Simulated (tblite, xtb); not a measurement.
sulfur trioxide (O$_{3}$S), singlet, geometry from GFN2-xTB. Base run: xtb with GFN1-xTB.

Geometry (Å):
```xyz
4

O     -0.6918    -1.2368    -0.0460
S      0.0000     0.0000     0.0000
O     -0.7251     1.2184    -0.0021
O      1.4169     0.0184     0.0481
```
Charge 0, spin multiplicity 1.
All else is at xtb's defaults.
Base energy -17.64943 Eh.

Programs used: tblite, xtb; a row that names a program was run with it.

Variants of this job, named by their change:

```tsv
change	ΔE vs base (kJ/mol)	HOMO-LUMO gap (eV)	G_solv (kcal/mol)	SCF cycles
base	0.00	5.83	-	10
alpb = methanol	(withheld)	(withheld)	(withheld)	10
alpb = hexane	(withheld)	5.83	(withheld)	10
etemp = 3000	0.00	5.83	-	10
acc = 0.0001	0.00	5.83	-	11
etemp = 5000	-0.26	5.83	-	10
acc = 30	0.00	5.83	-	8
program = tblite; method = gfn1; option = --spin-polarized	0.00	-	-	-
alpb = benzene	-2.26	5.83	-0.54	10
```

Problem. What belongs in the gaps?

Solution. 
- alpb = methanol, ΔE vs base (kJ/mol): 10.45
- alpb = methanol, HOMO-LUMO gap (eV): 5.84
- alpb = methanol, G_solv (kcal/mol): 2.44
- alpb = hexane, ΔE vs base (kJ/mol): 2.98
- alpb = hexane, G_solv (kcal/mol): 0.71

ALPB and GBSA are two models with their own fitted parameters for each solvent, which aren't always the measured dielectric constant.
